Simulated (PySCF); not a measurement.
SiF₄.
Atom-mapped SMILES: `[F:1][Si:2]([F:3])([F:4])[F:5]`

Computed with PySCF at wB97X-D/pcSseg-2, non-relativistic, on one gas-phase PBE0-D3(BJ)/def2-TZVP geometry that isn't relaxed in the solvent. The solvent is an IEF-PCM continuum (Bondi radii, 1.10 Å for H, scaled by 1.2). Only the electrostatic response of the medium enters.

Gas phase at wB97X-D/pcSseg-2: HOMO -14.80 eV, LUMO 2.46 eV, dipole 0.00 D.

Question: What does the continuum do to the energy, the frontier levels and the dipole at wB97X-D/pcSseg-2 in chloroform?

Answer: 
```
   solvent      ε  E(solvent) − E(gas) (kcal/mol)  polarisation term (kcal/mol)  distortion of the solute (kcal/mol)  HOMO (eV)  LUMO (eV)  dipole (D)
chloroform  4.711                           -1.09                         -1.12                                 0.03     -14.71       2.59        0.00
```

The first energy column is the sum of the next two and covers electrostatics alone. Charge and dipole vanish, so a point-dipole model would give no lowering at all.

Time: 24 s wall, 51 s CPU; peak memory 1.1 GiB. Hardware: AMD EPYC, 2 threads, on a shared host. This is the whole shielding run at wB97X-D/pcSseg-2 in chloroform, SCF included.

wB97X-D is run here without its empirical dispersion term; that term would change no orbital, density or response property at a fixed geometry.
